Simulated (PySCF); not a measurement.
A GIAO shielding run with PySCF 2.14 (density fitting, non-relativistic, gas phase) on SMILES CC#C[SiH2][SiH2]COC, C$_{5}$H$_{12}$OSi$_{2}$:

```
$ OMP_NUM_THREADS=1 python probes_run.py task.json out

{"job": {"kind": "nmr", "xc": "PBE0", "basis": "pcSseg-1"}, "charge": 0, "multiplicity": 1}
C     -4.801972    -0.662192    -0.276774
C     -3.467620    -0.284674     0.135518
C     -2.355152     0.029763     0.477044
Si    -0.635950     0.495890     0.971543
Si     0.570008     1.064912    -0.918594
C      2.195412     0.067960    -0.856795
O      2.636282     0.230480     0.478832
C      3.831064    -0.441178     0.768459
H     -4.756090    -1.237927    -1.201332
H     -5.406618     0.228937    -0.444782
H     -5.274298    -1.269519     0.495329
H     -0.113857    -0.661495     1.714365
H     -0.772388     1.611896     1.922351
H      0.955969     2.482039    -0.981458
H     -0.052192     0.765545    -2.218757
H      2.046951    -0.998822    -1.078112
H      2.957423     0.435038    -1.556852
H      4.658409    -0.062128     0.154289
H      4.048348    -0.263238     1.820469
H      3.731122    -1.520608     0.592221
```

Hardware: 1 thread of an Arm Neoverse N1, shared host. The job also computes population analyses, field gradients.

(1) How large is the calculation?

(2) How long does it take, and how much memory does it need?

## Answers

(1) 78 electrons, 210 basis functions and 1134 auxiliary functions.

(2) 67 s of wall time, with 14 SCF cycles and 5 response iterations; peak memory 0.94 GiB. Times on a shared host scatter by some tens of per cent.
